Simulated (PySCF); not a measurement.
Compound: C3H8AsB.
SMILES with atom numbers: `[AsH2:1][BH:2][CH:3]1[CH2:4][CH2:5]1` (hydrogens: H6, H7 on As1; H8 on B2; H9 on C3; H10, H11 on C4; H12, H13 on C5)

Method used: PySCF, PBE0-D3(BJ)/def2-SVP geometry optimisation, gas phase.

(1) List the bond lengths, angles and torsions at this level.

Results:

(1) 
```csv
bond,length (Å),order
As1–B2,2.010,single
B2–C3,1.532,single
"C3–C4, C3–C5",1.530,single
C4–C5,1.474,single
"As1–H6, As1–H7",1.519,single
B2–H8,1.213,single
C3–H9,1.095,single
"C4–H10, C5–H12",1.093,single
"C4–H11, C5–H13",1.093,single
```

Bonds in one row agree within 0.01 Å and their mean is given. Orders are formal, as drawn. A selection of angles:
```csv
angle,degrees
B2–As1–H6,97.6
H6–As1–H7,95.8
As1–B2–C3,123.6
As1–B2–H8,117.1
C3–B2–H8,118.9
B2–C3–C4,118.6
B2–C3–C5,116.6
B2–C3–H9,119.7
C4–C3–C5,57.6
C4–C3–H9,114.8
C5–C3–H9,114.3
C3–C4–C5,61.3
C3–C4–H10,117.4
C3–C4–H11,116.0
C5–C4–H10,118.8
C5–C4–H11,118.5
H10–C4–H11,114.5
```

Torsions: As1–B2–C3–C4 -144° (anticlinal); B2–C3–C4–C5 -105° (anticlinal); B2–C3–C5–C4 108° (anticlinal). The mirror-image conformer, all signs reversed, is as good.

As1 (arsenic bonded to B and 2 H) is pyramidal (angles 98.2°, 97.6° and 95.8°, sum 291.7°, 0.82 Å off the plane of its three neighbours). The 3-membered ring C3–C4–C5 has internal angles of 57.6° to 61.3°. The C–C distances run from 1.474 Å (C4–C5, drawn single) to 1.532 Å (C3–C5, drawn single), a spread of 0.058 Å. B2 (three-coordinate boron) is planar (angles 123.6°, 118.9° and 117.1°, sum 359.6°, 0.05 Å off the plane of its three neighbours).

No frequency check. One conformer, not necessarily the lowest (H–As1–B2–C3 -138° and -41°, As1–B2–C3–C4 -144°).
